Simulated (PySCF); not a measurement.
Species: GeH3PH2, GeH5P.
Numbering: `[PH2:1][GeH3:2]` (hydrogens: H3, H4 on P1; H5, H6, H7 on Ge2)

Linear response at PBE0/def2-SVPD (PySCF, frozen core in the response, non-relativistic). Geometry: PBE0-D3(BJ)/def2-SVP; no solvent, vibrations or thermal averaging. The PBE0/def2-SVPD calculation is non-relativistic and has no spin–orbit coupling, an omission that weighs most on germanium.

Static isotropic polarisability: 62.70 au (9.29 Å³), principal values 55.3, 55.5, 77.3 au.

Problem. What is the polarisability at 1064 nm and at the sodium D line?

Solution. 63.49 au at 1064 nm (+1.3 %), 65.38 au at 589.3 nm (+4.3 %). The rise at 589.3 nm is 3.39 times that at 1064 nm; a pure ω² law gives 3.26. The lowest singlet lies at 193 nm, shorter than both wavelengths.

Problem. What is the isotropic C6 coefficient between two such molecules, C6 = (3/π)∫α(iω)² dω?

Solution. 1234 au (Eh·bohr⁶) by a ten-point quadrature over imaginary frequencies, which is 738 eV·Å⁶ or 71.2 J·nm⁶/mol.

Problem. Which effective excitation energy ω̄ makes London's formula C6 = (3/4)α²ω̄ exact here?

Solution. ω̄ = 4·C6/(3α²) = 0.419 Eh = 11.4 eV. A one-pole form α(ω) = α/(1 − ω²/ω̄²) fitted to the 1064 nm value gives 10.4 eV.

Problem. How anisotropic is the static polarisability, by Δα² = ½[(α1 − α2)² + (α2 − α3)² + (α3 − α1)²]?

Solution. Δα = 21.9 au, or 0.35 of the isotropic value.

Problem. What does −C6/R⁶ come to at R = 8 Å between centres?

Solution. -270 J/mol. This is the leading, orientation-averaged term; C8 and higher terms are left out.

Problem. The lowest 6 singlets have (eV, f): 6.41, 0.064; 6.61, 0.192; 6.68, 0.013; 7.42, 0.006; 7.45, 0.008; 7.77, 0.110. What share of the static polarisability do they carry in the sum over states α = Σ f/ω²?

Solution. 6.15 au, 9.8 % of α; the largest term, 3.25 au, is that of the state at 6.61 eV. Their oscillator strengths add up to 0.39. Higher states carry the rest.

Problem. What molar refraction at the D line follows from R = (4π/3)·N_A·α′, with α′ the polarisability volume?

Solution. α′ = 9.69 Å³ gives R = 24.44 cm³/mol, for isolated, non-vibrating species.

Problem. What n − 1 at the D line would an ideal gas of it have at 273.15 K and 1 atm (2.6868 × 10¹⁹ cm⁻³), by n − 1 = 2π·N·α′?

Solution. 16.36 × 10⁻⁴, a formal value whether or not that pressure can be reached.

Problem. What three-body coefficient follows from the one-pole estimate C9 = (3/4)·α·C6?

Solution. 58000 au. This is an estimate from the two numbers above, not a computed integral.
